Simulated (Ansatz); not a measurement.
One geometry of C2H5FZn, SMILES `FC[CH2][ZnH]`, several functionals.

```yaml
crystal:
  periodic: [false, false, false]
  atoms:
    - {symbol: F, position_ang: [-0.943611, 1.110211, -0.770172]}
    - {symbol: C, position_ang: [0.374358, 0.578563, -0.838203]}
    - {symbol: C, position_ang: [0.543056, -0.508110, 0.183702]}
    - {symbol: Zn, position_ang: [-1.111359, -0.504966, 1.254952]}
    - {symbol: H, position_ang: [0.488794, 0.235923, -1.868716]}
    - {symbol: H, position_ang: [1.036681, 1.429701, -0.668190]}
    - {symbol: H, position_ang: [0.668878, -1.491079, -0.276575]}
    - {symbol: H, position_ang: [1.406495, -0.332469, 0.829160]}
    - {symbol: H, position_ang: [-2.374793, -0.564072, 2.136841]}
basis:
  gaussian: {orbitals: def2-TZVPP}
hamiltonian: {xc: {name: B2PLYP}}
correlation: {frozen_orbitals: {C: 1, F: 1, H: 0, Zn: 9}}
```

```sh
$ ansatz run in.yaml --threads 4 --pin off --events-out ev --progress --plain --max-ram 10444MiB
```

Output, abridged:

```
Functional definition: B2PLYP
1421 factors; integrals over basis functions are off by at most 1.0e-3 eV
mean field evaluation 1: about -53268.1944 eV, gradient 4.8e1 eV
mean field evaluation 2: about -53268.3612 eV, gradient 4.8e1 eV
mean field evaluation 4: about -53272.7834 eV, gradient 1.0e1 eV
mean field evaluation 8: about -53272.8582 eV, gradient 6.7e-1 eV
mean field evaluation 16: about -53272.8588 eV, gradient 2.0e-4 eV
mean field -53272.85879368 eV, -1957.7414510272 hartree, gradient 5.7e-6 eV, S^2 0.000000; 0 other end points of the search recorded, 0 dependent functions left out
12 core orbitals not correlated: weight in the atoms' cores, before any rotation towards them, 1.000 or more for the frozen orbitals, at most 0.000 for the correlated occupied ones
reference -53272.85896416 eV, -1957.7414572923 hartree; 16, 16 occupied and 199, 199 virtual orbitals, 1421 factors
second order -36.04476105 eV of doubles, -0.00000000 eV of singles
Total energy: -53282.59104965 eV, -1958.0991048372 hartree
```

It took 4.2 s on 4 threads of an Arm Neoverse V2 on a shared host, with 0.57 GiB of host memory at the peak.

The same input with `hamiltonian: {xc: {name: CAM-B3LYP}, dispersion: d4}` (abridged; 2.8 s):

```
Functional definition: CAM-B3LYP
mean field evaluation 16: about -53294.9897 eV, gradient 4.2e-5 eV
mean field -53294.98968997 eV, -1958.5547464649 hartree, gradient 4.2e-5 eV, S^2 0.000000
Total energy: -53295.11106257 eV, -1958.5592068257 hartree
```

Changing it to `hamiltonian: {xc: pbe, dispersion: d4}` and forces (abridged; 1.9 s):

```
Functional definition: PBE
mean field evaluation 16: about -53280.8615 eV, gradient 5.0e-4 eV
mean field -53280.86145357 eV, -1958.0355433538 hartree, gradient 8.1e-6 eV, S^2 0.000000
Total energy: -53281.00653638 eV, -1958.0408750486 hartree
Atom 0 force    -0.631752     0.275005     0.004841 eV/Å
Atom 1 force     0.335903    -0.155955     0.016506 eV/Å
Atom 2 force    -0.038297    -0.016335     0.039323 eV/Å
Atom 3 force    -0.097018    -0.027565     0.100043 eV/Å
Atom 4 force     0.049694    -0.084564    -0.233805 eV/Å
Atom 5 force     0.173654     0.182078     0.031330 eV/Å
Atom 6 force     0.012023    -0.204826    -0.071599 eV/Å
Atom 7 force     0.156850     0.024184     0.149257 eV/Å
Atom 8 force     0.038943     0.007979    -0.035896 eV/Å
Dipole moment:     0.381266    -0.135245    -0.054818 e Å
```

Changing it to `hamiltonian: {xc: {name: B3LYP}, dispersion: d4}` and forces (abridged; 3.5 s):

```
Functional definition: B3LYP
mean field evaluation 16: about -53295.3458 eV, gradient 7.0e-4 eV
mean field -53295.34578208 eV, -1958.5678326087 hartree, gradient 9.0e-6 eV, S^2 0.000000
Total energy: -53295.58005779 eV, -1958.5764420822 hartree
Atom 0 force    -0.370748     0.163116     0.000052 eV/Å
Atom 1 force     0.423853     0.009412    -0.199894 eV/Å
Atom 2 force     0.189164    -0.160189     0.037371 eV/Å
Atom 3 force    -0.207838    -0.035631     0.177194 eV/Å
Atom 4 force    -0.004299     0.026731     0.063899 eV/Å
Atom 5 force    -0.041415    -0.052415    -0.018863 eV/Å
Atom 6 force     0.002321     0.056940     0.026057 eV/Å
Atom 7 force    -0.044238    -0.014406    -0.043672 eV/Å
Atom 8 force     0.053200     0.006442    -0.042144 eV/Å
Dipole moment:     0.400288    -0.146504    -0.050656 e Å
```

The same input with `hamiltonian: {xc: {name: LC-wPBE}}` (abridged; 2 s):

```
Functional definition: LC-wPBE
mean field evaluation 16: about -53284.8060 eV, gradient 5.5e-5 eV
mean field -53284.80599925 eV, -1958.1805027336 hartree, gradient 5.5e-5 eV, S^2 0.000000
Total energy: -53284.80599925 eV, -1958.1805027339 hartree
```

Changing it to `hamiltonian: {xc: {name: r2SCAN0}, dispersion: d4}` (abridged; 3.7 s):

```
Functional definition: r2SCAN0
mean field evaluation 16: about -53289.2584 eV, gradient 4.9e-5 eV
mean field -53289.25838446 eV, -1958.3441248723 hartree, gradient 4.9e-5 eV, S^2 0.000000
Total energy: -53289.29899163 eV, -1958.3456171584 hartree
```

B3LYP takes the VWN-RPA correlation (the form of Gaussian; ORCA's B3LYP/G).
